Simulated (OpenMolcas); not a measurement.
**Computed levels of Au IV**

* Program: OpenMolcas 26.06
* Method: CASSCF
* Basis: ANO-RCC-VQZP [9s8p6d4f2g1h]
* Scalar Hamiltonian: DKH2, point nucleus
* Active space: 8 electrons in 10 orbitals (5d 6d)
* State averaging: 2S+1 = 3 even, 10 roots; 2S+1 = 1 even, 15 roots
* Spin-orbit coupling: RASSI with atomic mean-field integrals over the reference wave functions, term energies averaged over their components

Spin-free terms above the lowest, with the occupations of the reference (each correlating shell added to its valence partner):

```
Configuration  Term  E (cm⁻¹)  Occupations
          5d⁸    ³F       0.0      5d 8.00
          5d⁸    ¹D     12334      5d 8.00
          5d⁸    ³P     13842      5d 8.00
          5d⁸    ¹G     18757      5d 8.00
          5d⁸    ¹S     46795      5d 8.00
```

With spin-orbit coupling, above the lowest level:

| Configuration | Term | J | E (cm⁻¹) | Measured (cm⁻¹) | g | Term weight % | Second |
| --- | --- | --- | --- | --- | --- | --- | --- |
| 5d⁸ | ³F | 4 | 0.0 | 0.0 | 1.241 | 96 | 4 ¹G |
| 5d⁸ | ¹D | 2 | 9182 |  | 1.034 | 47 | 28 ³F |
| 5d⁸ | ³F | 3 | 12276 | 12294 | 1.084 | 100 |  |
| 5d⁸ | ³P | 2 | 20562 |  | 1.108 | 53 | 47 ³F |
| 5d⁸ | ³P | 0 | 22944 | 18185 |  | 85 | 15 ¹S |
| 5d⁸ | ³P | 1 | 26164 | 21490 | 1.501 | 100 |  |
| 5d⁸ | ¹G | 4 | 29379 | 25702 | 1.010 | 96 | 4 ³F |
| 5d⁸ | ¹D | 2 | 33212 |  | 1.026 | 53 | 25 ³F |
| 5d⁸ | ¹S | 0 | 62337 | 55278 |  | 85 | 15 ³P |

Against the 5 measured excited levels shown (Zainab et al., Astrophys. J. Suppl. Ser. 267, 12 (2023)) the mean absolute deviation is 4000 cm-1; the largest miss in energy is 5d⁸ ¹S₀: computed 62337, measured 55278 cm⁻¹ (+12.8 %), and the largest in proportion 5d⁸ ³P₀ (+26.2 %).

Spin-orbit coupling puts the lowest level 9490 cm⁻¹ below the lowest spin-free term.

A least-squares Racah fit to the terms below 60000 cm-1, each weighted by 2L + 1 and with a free common offset, gives B = 921 cm-1 and C = 3807 cm-1 (C/B = 4.13), with an rms deviation of 57 cm-1.

Without dynamic correlation excited terms often stand tens of per cent too high (terms of higher spin than the ground term too low), and those without a measured partner can miss by more than the paired ones. Active for correlation alone: 6d; no level in the range computed is led by a configuration that fills it, so any true level of that kind is missing. Measured partners are found by configuration, term and J. A level has none where our copy of the source lacks it or the pairing is in doubt (some pairs that miss far off the trend of their configuration count as doubtful), and it then counts in no deviation. Only configurations of the active space appear. The first state left out of the spin-orbit step lies near 280000 cm-1 above the lowest spin-free state of the reference (among the parities and spins computed), and the list stops at four fifths of that energy or lower.

The RASSCF and RASSI steps took 74 s on 1 thread of Arm Neoverse V1, on a shared host; the integral step is not counted.

The term weight is that of the spin-free term in the level, not the purity of its configuration.
